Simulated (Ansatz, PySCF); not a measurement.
Pulling on the B1–H2 bond in C2H5B (SMILES BC=C) (multiplicity 1 held, fragments rigid). Energies count from the point at 1.194 Å.
Geometry at that point (charge 0, multiplicity 1):
```
atom    x (Å)    y (Å)    z (Å)
----  -------  -------  -------
B     -0.1923   0.1348   1.3423
H     -0.5044   1.2852   1.4115
H     -0.1370  -0.5154   2.3402
C      0.1272  -0.4665  -0.0333
C      0.0609   0.2767  -1.1477
H      0.4154  -1.5096  -0.1414
H      0.2806  -0.1186  -2.1346
H     -0.2211   1.3232  -1.1013
```

R- and RO- levels are restricted; in cc, def2 and unpolarised 6-31G sets they are followed outwards from rest. U- levels take the lowest unrestricted solution at each point, which mixes spins at long bonds. Active spaces are followed from a long bond inwards. Levels need not reach the same state.

Frozen-core correlation. Rows in 6-31G* carry no dispersion term and start afresh at each structure (6-31G* with six Cartesian d functions).

Codes used: Ansatz (a first-principles code) with Gaussian orbitals; PySCF for 6-31G* rows. Values without a source in brackets are computed.

```tsv
level	energy at R = 3.821 Å (kJ/mol)
R-HF/6-31G*	748.2
R-PBE/cc-pVTZ	530.1
R-wB97X-V/cc-pVTZ	651.3
U-wB97X-V/cc-pVTZ	465.8
R-MP2/cc-pVTZ	611.6
R-SCS-MP2/cc-pVTZ	595.4
CASSCF(2,2)/cc-pVTZ	405.2
SC-NEVPT2 on CASSCF(2,2)/cc-pVTZ	442.7
FIC-MRCISD+Q on CASSCF(2,2)/cc-pVTZ	(withheld)
```

What belongs in the gaps?


- FIC-MRCISD+Q on CASSCF(2,2)/cc-pVTZ, energy at R = 3.821 Å (kJ/mol): 455.2

Doubts at one or more of the structures used: a restricted determinant that unrestricted orbitals would lower (R-HF/6-31G*, R-PBE/cc-pVTZ, R-wB97X-V/cc-pVTZ, R-MP2/cc-pVTZ, R-SCS-MP2/cc-pVTZ); a spin-contaminated determinant (U-wB97X-V/cc-pVTZ).
